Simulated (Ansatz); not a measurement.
Species: sum formula SnOF$_{2}$ (charge +1, doublet). 
Geometry from a B3LYP-D3(BJ)/def2-TZVP (Ansatz, a program for electronic structure) optimisation:
```xyz
4

Sn     0.0271    -0.0087    -0.0065
O      1.8307    -0.5915    -0.4422
F     -0.7592    -0.3742     1.6356
F     -1.0184     0.9485    -1.2062
```
Charge +1, spin multiplicity 2.

Basis-set convergence of Hartree-Fock and MP2 correlation energies (hartree) with Ansatz. Valence correlation only, unless marked. Open shells are spin-unrestricted. Spin-orbit coupling is left out. The frozen core is the preceding noble-gas configuration, with the filled d and f shells of earlier blocks. In def2 rows, elements after Kr have scalar-relativistic effective core potentials.

| basis | functions | E(HF) | E(corr, MP2) |
|---|---|---|---|
| def2-SVP | 68 | -486.48781 | -0.59478 |
| def2-TZVPP | 143 | (withheld) | (withheld) |

Q: What belongs in the gaps?

A: 
- def2-TZVPP, E(HF): -486.87156
- def2-TZVPP, E(corr, MP2): -0.77841
